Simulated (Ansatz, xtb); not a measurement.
**Relative energy of two isomers of FGeH8NSi2**

Structure I is `F[SiH2][N]([SiH3])[GeH3]`, a singlet and structure II is `F[SiH2]N[SiH2][GeH3]`, a singlet. Both are isolated molecules in the gas phase, relaxed with PBE0-D3(BJ)/def2-SVP, each in the lowest conformer that the search found.

**Question.** Estimate which is lower in electronic energy at CCSD(T)/def2-SVP + ΔMP2/def2-TZVPP, and by roughly how much.

**Answer.** The CCSD(T)/def2-SVP + ΔMP2/def2-TZVPP calculation puts structure I lower, by 1.92 kcal/mol.

The same difference at several levels:

| level | geometry | E(II) − E(I) (kcal/mol) | departure from the last row (kcal/mol) | job, with rough time for the two |
| --- | --- | --- | --- | --- |
| PBE0-D3(BJ)/def2-SVP | PBE0-D3(BJ)/def2-SVP | −2.55 | −4.47 | optimisation, 1.9 min |
| HF/def2-SVP | PBE0-D3(BJ)/def2-SVP | +2.77 | +0.85 | part of the CCSD(T) run |
| MP2/def2-SVP | PBE0-D3(BJ)/def2-SVP | +3.60 | +1.68 | part of the CCSD(T) run |
| CCSD(T)/def2-SVP | PBE0-D3(BJ)/def2-SVP | +2.69 | +0.77 | single point |
| CCSD(T)/def2-SVP + ΔMP2/def2-TZVPP | PBE0-D3(BJ)/def2-SVP | +1.92 |  | single point, 46 s |

As drawn, II has 1 Ge–Si, 1 N–H in place of 1 Ge–N, 1 Si–H.

PBE0-D3(BJ)/def2-SVP puts the two in the other order. The largest departure from CCSD(T)/def2-SVP + ΔMP2/def2-TZVPP is that of PBE0-D3(BJ)/def2-SVP, 4.47 kcal/mol. Levels run at GFN2-xTB geometries aren't shown. The last row adds to CCSD(T) the change of the MP2 difference between the two basis sets, here −0.77 kcal/mol.

With thermal terms from frequencies at re-optimised GFN2-xTB minima (ideal gas, soft modes damped towards free rotors, one conformer each, 298.15 K, 1 atm): the zero-point term adds +1.76 kcal/mol; ΔH is +3.66 and ΔG +3.88 kcal/mol.

The correlated steps freeze 21 core orbitals; the filled d shell of Ge is correlated, in a basis made for valence electrons. Run with Ansatz 0.2.0, xtb 6.7.1; the last row on 2 threads of Intel(R) Xeon(R) 6975P-C (Granite Rapids) on a shared host.
